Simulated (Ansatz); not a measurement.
A run for Ansatz (a quantum-chemistry and plane-wave program): U-wB97M-V/def2-TZVPP on CHF2 (SMILES F[CH]F), 2S+1 = 2, atoms moved off the minimum.

Ansatz 0.2 input:
```yaml
crystal:
  periodic: [false, false, false]
  atoms:
    - {symbol: F, position_ang: [-0.98822602, -0.19261115, 0.02455380]}
    - {symbol: C, position_ang: [-0.03098314, 0.39347389, 0.22203016]}
    - {symbol: F, position_ang: [1.00983147, -0.34592156, -0.19585820]}
    - {symbol: H, position_ang: [-0.00716248, 1.33475045, -0.04251293]}
basis:
  gaussian:
    orbitals: def2-TZVPP
hamiltonian:
  xc: {name: wB97M-V}
magnetization: {spin_polarized: true, initial_magnetization: 1}
output: {forces: true}
```

Program output:

```
WARN ansatz: RAYON_NUM_THREADS=1 ignored (pool sized by the plan → 1); use --threads N
Functional definition: wB97M-V
integrals: 0.03 GiB planned
551 factors; their error is unknown
integrals: 0.06 GiB planned
114 factors; integrals over basis functions are off by at most 8.3e-6 eV
mean field: 0.45 GiB planned
mean field evaluation 1: about -6483.6060 eV, gradient 1.9e1 eV
mean field evaluation 2: about -6483.9438 eV, gradient 1.7e1 eV
mean field evaluation 4: about -6484.6159 eV, gradient 8.3e-1 eV
mean field evaluation 8: about -6484.6208 eV, gradient 3.5e-2 eV
mean field evaluation 16: about -6484.6325 eV, gradient 7.1e-5 eV
mean field -6484.63251421 eV, -238.3058494556 hartree, gradient 7.1e-5 eV, S^2 0.751689; 0 other end points of the search recorded, 0 dependent functions left out
the calculation of the forces begins
reference -6484.63253985 eV, -238.3058503978 hartree; 13, 12 occupied and 94, 95 virtual orbitals, 551 factors
Total energy: -6484.63253985 eV, -238.3058503978 hartree
Atom 0 at    -0.988226    -0.192611     0.024554 Å, force   -12.853836    -7.120899    -2.109031 eV/Å
Atom 1 at    -0.030983     0.393474     0.222030 Å, force    10.945977     1.899610     3.686441 eV/Å
Atom 2 at     1.009831    -0.345922    -0.195858 Å, force     1.349086     0.119068    -0.151969 eV/Å
Atom 3 at    -0.007162     1.334750    -0.042513 Å, force     0.558774     5.102220    -1.425441 eV/Å
Dipole moment:    -0.194217     0.233125    -0.045670 e Å
```

Self-consistency was reached.

Cost: roughly 2.3 core-seconds.
